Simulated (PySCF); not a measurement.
## Electron correlation in Si (silicon, neutral)

[Ne] 3s1 3p3, high-spin 5S determinant (an excited configuration). Computed with PySCF 2.14 in def2-TZVPPD, with the non-relativistic Hamiltonian (point nucleus). Frozen: 1s2; 12 electrons correlated.

```csv
level,correlation energy (mhartree)
CCSD,-173.95
(T),-1.64
CCSD(T),-175.59
```

Diagnostics: T1 = 0.0028, D1 = 0.0073, largest double amplitude 0.042.

Task: Is a single reference adequate?

Result: Yes: T1 lies below 0.03 and no double amplitude reaches 0.07.

This basis was not built for core-valence correlation, so the inner-shell part is incomplete.
